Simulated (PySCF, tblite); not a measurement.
One entry of a table of gas-phase calculations, keyed by method. Lists by class give the value and the number of equivalent atoms.

```json
{
 "formula": "C5H7F3O",
 "smiles": "C=C[C@H](OCF)C(F)F",
 "inchi": "InChI=1S/C5H7F3O/c1-2-4(5(7)8)9-3-6/h2,4-5H,1,3H2/t4-/m0/s1",
 "charge": 0,
 "multiplicity": 1,
 "geometry_level": "GFN2-xTB",
 "electronic_structure_code": "PySCF",
 "results": {
  "GFN2-xTB geometry": {
   "point_group": "C1",
   "rotational_constants_GHz": [2.441, 1.051, 0.878]
  },
  "CAM-B3LYP/def2-SVPD ground state and vertical TDDFT (core frozen in the response)": {
   "dipole_D": 2.54,
   "homo_eV": -9.44,
   "lumo_eV": 0.84,
   "S1_eV": 7.46,
   "strongest_line_of_8_singlets_eV": 7.46,
   "T1_tda_eV": 4.47,
   "polarisability_au": 67.9,
   "r2_bohr2_about_centre_of_nuclear_charge": 1295.3,
   "singlets_eV_and_f": [
    [7.46, 0.311],
    [7.74, 0.012],
    [7.97, 0.122],
    [8.13, 0.016],
    [8.64, 0.007],
    [8.67, 0.038],
    [8.78, 0.02],
    [8.92, 0.017]
   ],
   "triplets_tda_eV": [4.47, 7.32, 7.76]
  },
  "PBE0/pcSseg-1 ground state and GIAO shieldings, non-relativistic": {
   "shift_vs_computed_TMS_C_by_class_ppm": [
    [144.2, 1],
    [126.9, 1],
    [122.4, 1],
    [107.8, 1],
    [91.4, 1]
   ],
   "shift_vs_computed_TMS_H_by_class_ppm": [
    [6.52, 1],
    [6.28, 1],
    [5.87, 1],
    [5.63, 1],
    [5.63, 1],
    [5.45, 1],
    [3.89, 1]
   ],
   "shielding_other_nuclei_by_class_ppm": [
    ["O", 219.9, 1],
    ["F", 308.7, 1],
    ["F", 322.5, 1],
    ["F", 332.5, 1]
   ]
  },
  "GFN2-xTB harmonic vibrations, gas phase": {
   "strongest_ir_bands_cm-1_km_per_mol_modes": [
    [969.2, 155.6, 1],
    [1045.6, 163.2, 1],
    [1113.2, 73.3, 1],
    [1122.1, 151.1, 1],
    [1144.9, 54.0, 1],
    [2852.3, 90.1, 2]
   ],
   "zpe_kcal_per_mol": 71.6
  }
 }
}
```

The dipole matches unit charges of opposite sign 0.53 Å apart (1 e·Å = 4.8032 D). In wavenumbers S1 is 60200 cm⁻¹ (1 eV = 8065.54 cm⁻¹). The polarisability is 10.06 Å³ as a volume (1 au = 0.148185 Å³), or 0.94 au for each of the 72 electrons. The principal polarisabilities are 59.7, 66.8 and 77.2 au; their mean is the isotropic value.

Conformer computed: `[CH2:1]=[CH:2][C@H:3]([O:4][CH2:5][F:6])[CH:7]([F:8])[F:9]`: C1–C2–C3–O4 -133°, C2–C3–O4–C5 69°, C3–O4–C5–F6 -73°, C2–C3–C7–F8 -79°.

One conformer stands for the species.
